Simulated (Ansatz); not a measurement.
Ansatz (a program for electronic structure) input:

Ansatz 0.2 input:
```yaml
crystal:
  periodic: [false, false, false]
  atoms:
    - {symbol: C, position_ang: [-2.02406289, 0.32674792, -0.13583717]}
    - {symbol: C, position_ang: [-0.82261563, 0.43372055, 0.36148983]}
    - {symbol: C, position_ang: [0.46831143, -0.49896484, 0.07795271]}
    - {symbol: C, position_ang: [1.60638524, 0.26689220, -0.25024960]}
    - {symbol: N, position_ang: [2.48024405, 0.98779618, -0.50495699]}
    - {symbol: H, position_ang: [-2.15399699, -0.48022962, -0.90110924]}
    - {symbol: H, position_ang: [-0.56917020, 1.18462245, 1.11317577]}
    - {symbol: H, position_ang: [0.21762557, -1.17944413, -0.74215932]}
    - {symbol: H, position_ang: [0.65925944, -1.08414472, 0.98755123]}
basis:
  gaussian:
    orbitals: def2-TZVP
hamiltonian:
  xc: b3lyp
  dispersion: d3bj
total_charge: -1
relax: {f_tol: 0.002, max_steps: 150}
```

### Question
Predict the final energy.

### Answer
-209.59781 Eh (B3LYP-D3(BJ)/def2-TZVP). The basis has 179 functions. The run takes very roughly 90 core-seconds.

It need not be the lowest isomer of its formula. Whether it binds its extra electron was not tested at this geometry.
